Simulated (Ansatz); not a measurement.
Cost and result for the atomization energy of `COB(C)OC` (15 atoms, 14 bonds).

Z-matrix (Å, degrees):
```
C
O 1 1.408
H 1 1.094 2 111.6
H 1 1.091 2 107.9 3 -119.2
H 1 1.094 2 111.6 3 121.6
B 2 1.367 1 121.7 3 -61.0
O 6 1.360 2 117.3 1 180.0
C 6 1.570 2 123.7 1 -0.0
C 7 1.413 6 120.7 2 -0.0
H 8 1.090 6 111.5 2 -179.9
H 8 1.095 6 111.4 2 59.2
H 8 1.095 6 111.4 2 -59.0
H 9 1.093 7 111.3 6 -60.4
H 9 1.090 7 107.5 6 -180.0
H 9 1.093 7 111.3 6 60.4
```

Total charge 0; spin multiplicity 1. Geometry: relaxed with PBE0-D4/def2-TZVP. It is one conformer, not always the lowest. Program: Ansatz. All runs use 2 threads of an AMD EPYC 7R13 on a shared host and a share of an NVIDIA H100 80 GB. Times are those of one run each, without the atoms' runs, and a repeat can differ threefold. Electronic energies, without spin–orbit coupling; frozen cores. CCSD(T)/CBS adds CCSD(T) − MP2 in def2-TZVPP to the MP2 limit, and its time is that of the two runs behind it. T1 = 0.012. B3LYP takes the VWN-RPA correlation (the form of Gaussian; ORCA's B3LYP/G).

CCSD(T)/CBS is a level of theory with its own doubt, some kJ/mol a heavy atom from the limit and from the frozen cores, so smaller differences don't rank the functionals.

```json
{"level": "PBE0-D4/def2-TZVPP", "functions": "312", "wall time": "6 s"}
{"level": "B3LYP-D4/def2-TZVPP (with forces)", "functions": "312", "wall time": "9 s"}
{"level": "PBE-D4/def2-TZVPP (with forces)", "functions": "312", "wall time": "9 s"}
{"level": "r2SCAN-D4/def2-TZVPP (with forces)", "functions": "312", "wall time": "9 s"}
{"level": "ωB97X-V/def2-TZVPP", "functions": "312", "wall time": "9 s"}
{"level": "CCSD(T)/def2-TZVPP", "functions": "312", "wall time": "9 s"}
{"level": "B2PLYP/def2-TZVPP", "functions": "312", "wall time": "11 s"}
{"level": "ωB97M-V/def2-TZVPP (with forces)", "functions": "312", "wall time": "11 s"}
{"level": "MP2/def2-QZVPP", "functions": "612", "wall time": "12 s"}
{"level": "CCSD(T)/CBS(def2)", "functions": "–", "wall time": "21 s"}
```

Q: What atomization energy does each give, and how far from CCSD(T)/CBS? (An estimate is asked.)

A: Computed: 
```json
{"level": "PBE0-D4/def2-TZVPP", "atomization (kJ/mol)": "6109.9", "difference from CCSD(T)/CBS": "23.9", "per bond": "1.7"}
{"level": "B3LYP-D4/def2-TZVPP (with forces)", "atomization (kJ/mol)": "6100.1", "difference from CCSD(T)/CBS": "14.1", "per bond": "1.0"}
{"level": "PBE-D4/def2-TZVPP (with forces)", "atomization (kJ/mol)": "6211.9", "difference from CCSD(T)/CBS": "125.9", "per bond": "9.0"}
{"level": "r2SCAN-D4/def2-TZVPP (with forces)", "atomization (kJ/mol)": "6116.5", "difference from CCSD(T)/CBS": "30.5", "per bond": "2.2"}
{"level": "ωB97X-V/def2-TZVPP", "atomization (kJ/mol)": "6096.6", "difference from CCSD(T)/CBS": "10.6", "per bond": "0.8"}
{"level": "CCSD(T)/def2-TZVPP", "atomization (kJ/mol)": "5950.5", "difference from CCSD(T)/CBS": "-135.5", "per bond": "-9.7"}
{"level": "B2PLYP/def2-TZVPP", "atomization (kJ/mol)": "6043.3", "difference from CCSD(T)/CBS": "-42.7", "per bond": "-3.0"}
{"level": "ωB97M-V/def2-TZVPP (with forces)", "atomization (kJ/mol)": "6113.8", "difference from CCSD(T)/CBS": "27.8", "per bond": "2.0"}
{"level": "MP2/def2-QZVPP", "atomization (kJ/mol)": "6129.9", "difference from CCSD(T)/CBS": "43.9", "per bond": "3.1"}
{"level": "CCSD(T)/CBS(def2)", "atomization (kJ/mol)": "6086.0", "difference from CCSD(T)/CBS": "0.0", "per bond": "0.0"}
```

In def2-TZVPP, CCSD(T) changes the Hartree–Fock value by +1397.3 kJ/mol (the triples alone add +77.9 kJ/mol) and MP2 by +1496.7 kJ/mol; breaking electron pairs costs correlation energy, which Hartree–Fock lacks. From PBE to PBE0 (25 % exact exchange), in def2-TZVPP and without D4, the atomization energy moves by −98.0 kJ/mol: exact exchange takes away binding that semilocal exchange gives to molecules. The D4 term adds +40.4 kJ/mol with B3LYP and +21.5 kJ/mol with PBE0; it sums over pairs of atoms, weighted by their polarisabilities, and B3LYP, whose exchange is more repulsive, gets the larger term.
